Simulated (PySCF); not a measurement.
## Löwdin shares of the frontier orbitals

Compound: C6H5ClO2.
Cartesian coordinates in Å at the GFN2-xTB level; atoms count from 1:
```
atom  x, y, z in Å
C1    -2.3354    0.1352    0.1980
C2    -0.8830   -0.1331    0.0253
C3    -0.2829   -1.3188   -0.3210
O4     1.0419   -1.1992   -0.3836
C5     1.3399    0.0813   -0.0765
C6     2.6997    0.5559   -0.0506
O7     3.0743    1.6613    0.1918
Cl8    3.8608   -0.7244   -0.4331
C9     0.1781    0.7812    0.1845
H10   -2.9105   -0.7699    0.0253
H11   -2.5349    0.4960    1.2054
H12   -2.6643    0.9013   -0.5018
H13   -0.7012   -2.2825   -0.5406
H14    0.1169    1.8152    0.4548
```

Level of theory: TDDFT CAM-B3LYP/def2-SVPD, vertical, gas phase, core orbitals frozen in the response in PySCF 2.14.0, density-fitted response routines.

Frontier orbitals with the atoms that hold most of them (Löwdin shares over 4%, at most four atoms; ? is withheld):

```
orbital  ε (eV)                           atoms
 LUMO+2    1.50   Cl8 46%, C6 16%, O4 7%, C5 6%
 LUMO+1    1.04   C1 26%, C3 12%, H10 9%, C9 8%
   LUMO       ?  C6 22%, O7 19%, C9 14%, C3 10%
   HOMO   -8.65                               ?
 HOMO-1   -9.97   C9 27%, O4 19%, C2 17%, C5 9%
 HOMO-2   -9.97   O7 49%, Cl8 30%, C6 6%, C5 4%
 HOMO-3  -10.64         Cl8 74%, O7 13%, C6 10%
```

(1) Give the leading atoms of the HOMO.

(2) What is the LUMO energy, and the HOMO–LUMO gap?

Results:

(1) C3 (bonded to C, O and H) 26%; C5 (bonded to 2 C and O) 23%; C2 (bonded to 3 C) 16%; O4 (bonded to 2 C) 7%. By element: carbon 65% or more, oxygen 7% or more.

(2) ε(LUMO) = -1.11 eV; the gap is 7.54 eV (0.2771 hartree).

How does S1 compare with the orbital gap of 7.54 eV?

S1 is at 4.71 eV (f = 0.0003), 2.83 eV below the gap, made of HOMO-2→LUMO (80%), HOMO-1→LUMO (8%). Its leading pair isn't HOMO and LUMO; the energies of that pair differ by 8.86 eV. 

One configuration dominates each of S2 and S6. Which, and how do the shares of the two leading atoms of either orbital change from the occupied to the empty one?

- S2 (4.87 eV, f 0.383), HOMO→LUMO (97%): C3 26% → 10%, C5 23% → at most 11%, C6 at most 8% → 22%, O7 at most 8% → 19%
- S6 (6.91 eV, f 0.0014), HOMO→LUMO+1 (85%): C3 26% → 12%, C5 23% → at most 9%, C1 at most 8% → 26%

Löwdin shares depend on the basis, the more so with diffuse functions.

Hardware: one thread of an Arm Neoverse V2, no GPU, shared host with 32 logical CPUs at a one-minute load of 46. Cost: 67 s of wall time (with the writing of density and orbital grids), 1.1 GiB resident at most.

One conformer stands for the species.
